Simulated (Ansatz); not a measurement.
C2H7GeIn, 11 atoms. Total charge 0; spin multiplicity 1. Correlated methods include outer-core shells of Ge, In, which these sets cover unevenly. Scalar relativity is left out up to krypton. In takes the def2 core potential. The bonds changed during the relaxation, so this is another structure than the one it started from. All runs use 4 threads of an Arm Neoverse N1 on a shared host. Correlated methods freeze the cores.

Question: How many basis functions does each run have, and how long does it take in Ansatz? RKS PBE0-D4/def2-TZVP relaxation (54 steps); RKS ωB97M-V/def2-SVP energy; RKS SPW92 (LDA)/def2-TZVPP energy; RKS B3LYP-D4/def2-TZVPP energy and forces; RKS PBE0-D4/def2-SVP energy; RKS PBE0-D4/def2-TZVP frequencies; RKS B97M-V/def2-TZVPP energy; RKS PBE-D4/def2-TZVPP energy and forces; RKS PBE0-D4/def2-QZVPP energy; RHF-CCSD(T)/def2-SVP energy; RHF-MP2/def2-QZVPP energy; direct RPA on PBE orbitals/def2-TZVPP energy. (An estimate is asked.)

Answer: The calculation gave: Other jobs shared the machine, so times are rough.

| level | job | functions | wall time | peak host memory (GiB) |
| --- | --- | --- | --- | --- |
| RKS SPW92 (LDA)/def2-TZVPP | energy | 258 | 2.6 s | 0.35 |
| RKS PBE0-D4/def2-SVP | energy | 121 | 2.9 s | 0.55 |
| RKS PBE-D4/def2-TZVPP | energy and forces | 258 | 5.5 s | 0.36 |
| RKS B3LYP-D4/def2-TZVPP | energy and forces | 258 | 11 s | 0.83 |
| RKS ωB97M-V/def2-SVP | energy | 121 | 13 s | 0.55 |
| direct RPA on PBE orbitals/def2-TZVPP | energy | 258 | 14 s | 0.73 |
| RKS PBE0-D4/def2-QZVPP | energy | 495 | 20 s | 2.1 |
| RKS B97M-V/def2-TZVPP | energy | 258 | 21 s | 0.46 |
| RHF-CCSD(T)/def2-SVP | energy | 121 | 23 s | 0.75 |
| RHF-MP2/def2-QZVPP | energy | 495 | 54 s | 3.3 |
| RKS PBE0-D4/def2-TZVP | frequencies | 202 | 5.9 min | 0.64 |
| RKS PBE0-D4/def2-TZVP | relaxation (54 steps) | 202 | 6.3 min | 0.66 |

B3LYP here is the variant with VWN-RPA as its local correlation; programs differ in this.
